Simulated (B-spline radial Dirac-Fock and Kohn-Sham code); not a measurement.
# Au⁵⁺ 4f5/2: cross section and angular parameters

System: the Au⁵⁺ ion in the configuration [Xe] 4f14 5d6; threshold 171.6 eV (orbital energy of the model). Model: Dirac-Hartree-Slater photoionisation with a Latter tail; cross sections with all multipoles, angular parameters from the dipole term and its interference with E2. Program: a radial finite-basis atomic code.

For linearly polarised light dσ/dΩ = σ/(4π) [1 + β P₂(cos θ) + (δ + γ cos²θ) sin θ cos φ], with θ from the polarisation vector and φ the angle between the beam and the projection of the electron momentum on the plane normal to the polarisation.

| hν (eV) | σ (kb) | β | γ | δ |
| --- | --- | --- | --- | --- |
| 242 | 1990 | 0.367 | -0.003 | 0.008 |
| 300 | 2290 | 0.301 | -0.008 | 0.013 |
| 400 | 1980 | 0.430 | -0.009 | 0.019 |
| 415 | 1900 | 0.452 | -0.008 | 0.020 |
| 600 | ? | ? | ? | ? |
| 799 | 570 | 0.838 | 0.032 | 0.044 |
| 960 | 359 | 0.920 | 0.065 | 0.053 |
| 1000 | 322 | 0.936 | 0.075 | 0.055 |
| 1260 | 169 | 1.008 | 0.144 | 0.069 |
| 1360 | 135 | 1.025 | 0.173 | 0.074 |
| 2210 | 28.9 | 1.066 | 0.431 | 0.116 |
| 3550 | 5.45 | 1.005 | 0.779 | 0.176 |
| 3990 | 3.53 | 0.978 | 0.873 | 0.195 |
| 4000 | 3.50 | 0.978 | 0.875 | 0.195 |
| 4250 | 2.79 | 0.963 | 0.924 | 0.206 |
| 5460 | 1.06 | 0.894 | 1.126 | 0.258 |
| 6000 | 0.731 | 0.866 | 1.201 | 0.280 |
| 7480 | 0.301 | 0.798 | 1.376 | 0.340 |
| 12800 | 0.0312 | 0.630 | 1.765 | 0.539 |

Q: Give the values at 600 eV.

A: σ = 1070 kb, β = 0.682, γ = 0.004, δ = 0.032.

Values without a named source are computed, but for edge energies of neutral atoms, which are taken from tables.
